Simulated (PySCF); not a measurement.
HfO2, SMILES [O]=[Hf]=[O], multiplicity 1.

Coordinates come from a PBE-D3(BJ)/def2-TZVP optimisation. The spin state was assumed, not searched. The isomer is the one that the SMILES or the coordinates give; other isomers of the formula were not compared. The def2 effective core potentials stand for the cores of Hf; spin–orbit coupling is left out.

Computed with PBE/def2-TZVPD (PySCF).

Symmetry labels are those of the subgroup C2v that the program uses (full group C2v).

Computed valence orbital energies around the gap with their symmetry:
| orbital | symmetry | energy (eV) |
|---|---|---|
| HOMO−7 | A1 | -20.45 |
| HOMO−6 | B2 | -20.08 |
| HOMO−5 | A1 | -7.31 |
| HOMO−4 | B2 | -7.08 |
| HOMO−3 | A2 | -6.99 |
| HOMO−2 | B1 | -6.69 |
| HOMO−1 | A1 | -6.54 |
| HOMO | B2 | -5.39 |
| LUMO | A1 | -4.22 |
| LUMO+1 | B1 | -2.42 |
| LUMO+2 | A1 | -2.27 |
| LUMO+3 | B2 | -0.75 |
